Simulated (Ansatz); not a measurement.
`C[SiH](O)Cl` + `C#[C][GeH]([CH3])[F]` → `C[Si](O)(F)Cl` + `C#[C][GeH2][CH3]` at 500 K and 1 bar (redistribution).

Computed with Ansatz on PBE0-D4/def2-TZVP structures; ΔE is electronic, products minus reactants. CCSD(T)/CBS adds triple-zeta CCSD(T) − MP2 to the extrapolated MP2 energy (def2 sets, frozen cores). For Ge outer-core shells are correlated without core-valence functions, which leaves a few kJ/mol of doubt a bond. Scalar relativity is left out up to krypton. One conformer a species, not always the lowest.

```json
{"species": "`C[SiH](O)Cl`", "CCSD(T)/CBS energy (Eh)": "-865.21254", "H − E (kJ/mol)": "203.2", "S (J/(mol·K))": "385.0"}
{"species": "`C#[C][GeH]([CH3])[F]`", "CCSD(T)/CBS energy (Eh)": "-2293.05688", "H − E (kJ/mol)": "221.1", "S (J/(mol·K))": "419.8"}
{"species": "`C[Si](O)(F)Cl`", "CCSD(T)/CBS energy (Eh)": "-964.48585", "H − E (kJ/mol)": "193.4", "S (J/(mol·K))": "407.9"}
{"species": "`C#[C][GeH2][CH3]`", "CCSD(T)/CBS energy (Eh)": "-2193.82018", "H − E (kJ/mol)": "230.6", "S (J/(mol·K))": "391.2"}
```

H − E and S are ideal-gas, rigid-rotor, harmonic terms from PBE0-D4/def2-TZVP, for one conformer and one mirror image of each species. 1 Eh = 2625.50 kJ/mol, R = 8.31446 J/(mol·K).

Task: By hand: ΔE, ΔH, ΔS and ΔG.

Result: ΔE = (-964.48585) + (-2193.82018) − (-865.21254) − (-2293.05688) = -0.03661 Eh = -96.1 kJ/mol. Δ(H − E) = 193.4 + 230.6 − 203.2 − 221.1 = -0.3, so ΔH = -96.4 kJ/mol. ΔS = 407.9 + 391.2 − 385.0 − 419.8 = -5.7 J/(mol·K). ΔG = -96.4 − 500 × (-5.7)/1000 = -93.6 kJ/mol.

Task: By hand: the equilibrium constant, and the temperature at which ΔG would vanish if ΔH and ΔS stayed fixed.

Result: log₁₀ K = −ΔG/(RT ln 10) = 9.8. ΔG = 0 at ΔH/ΔS = 16912 K, far beyond where these terms or the molecules hold.

The number of gas molecules stays the same, so ΔS is small and ΔH decides. A doubt of 5 kJ/mol in ΔE shifts log₁₀ K by 0.5 here. Other conformers and mirror images would add mixing entropy, several J/(mol·K) or more a flexible species. These are equilibria of isolated gas molecules and say nothing of rates. Largest T1 diagnostic: 0.012 (customary marks: 0.02 for closed shells, 0.045 for open ones).
